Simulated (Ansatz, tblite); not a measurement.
Cost and result up the ladder for `CN(C)c1ccc(-c2ccc(-c3ccc(C#N)s3)s2)s1` (32 atoms). Total charge 0; singlet. Geometry: r2SCAN-D4/def2-SVP.

Cartesian coordinates in Å:
```
C -1.222 -2.429 4.217
N -1.580 -3.189 3.039
C -1.884 -4.597 3.176
C -1.195 -2.743 1.806
C -1.210 -3.425 0.590
C -0.782 -2.623 -0.489
C -0.414 -1.332 -0.135
C 0.073 -0.275 -0.974
C 0.413 -0.332 -2.326
C 0.856 0.898 -2.844
C 0.873 1.928 -1.910
C 1.268 3.299 -2.070
C 1.253 4.328 -1.128
C 1.713 5.559 -1.633
C 2.087 5.491 -2.970
C 2.587 6.523 -3.788
N 3.003 7.376 -4.471
S 1.865 3.877 -3.601
S 0.312 1.341 -0.361
S -0.603 -1.109 1.597
H -1.505 -1.372 4.084
H -1.777 -2.817 5.083
H -0.137 -2.468 4.443
H -0.994 -5.242 3.034
H -2.295 -4.781 4.178
H -2.645 -4.896 2.438
H -1.520 -4.465 0.487
H -0.743 -2.978 -1.521
H 0.347 -1.250 -2.912
H 1.167 1.042 -3.882
H 0.912 4.180 -0.102
H 1.777 6.482 -1.056
```

Ansatz on 2 threads of AMD EPYC 7R13 on a shared host and a share (18 GiB) of an NVIDIA H100 80GB HBM3; xTB runs through tblite on one thread. Times are rough, summed over both states, and most runs start from the orbitals of an earlier one. PBE0-D4/def2-TZVP serves as the yardstick here, not as an exact answer. The other state is a doublet.

The xTB rows come from tblite. Single mean-field runs in def2-TZVP are fitted with def2-universal-jkfit.

Raw xTB energies of ions are shifted by several eV.

```tsv
level	functions	wall time	vertical IE (eV)	difference from PBE0-D4/def2-TZVP (eV)
GFN2-xTB	107	0.12 s	11.37	4.93
GFN1-xTB	119	0.13 s	11.98	5.54
PBE-D4/def2-TZVP	710	14 s	6.28	-0.16
PBE0-D4/def2-TZVP	710	18 s	6.44	0.00
```
